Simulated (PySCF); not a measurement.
A structure optimised at B3LYP-D3(BJ)/def2-SVP, used in a PySCF frequency run:

```
In
O 1 2.0018
H 2 0.9686 1 110.67
O 1 2.0060 2 115.91 3 0.00
H 4 0.9678 1 112.15 2 180.00
S 1 2.4084 2 118.96 3 180.00
H 6 1.3550 1 91.64 2 0.00
```

Problem. Write its SMILES, formula and point group.

Solution. [OH][In]([OH])[SH], H3InO2S, Cs

Problem. What are its rotational constants (standard atomic weights)?

Solution. 4.9306, 2.2721, 1.5554 GHz
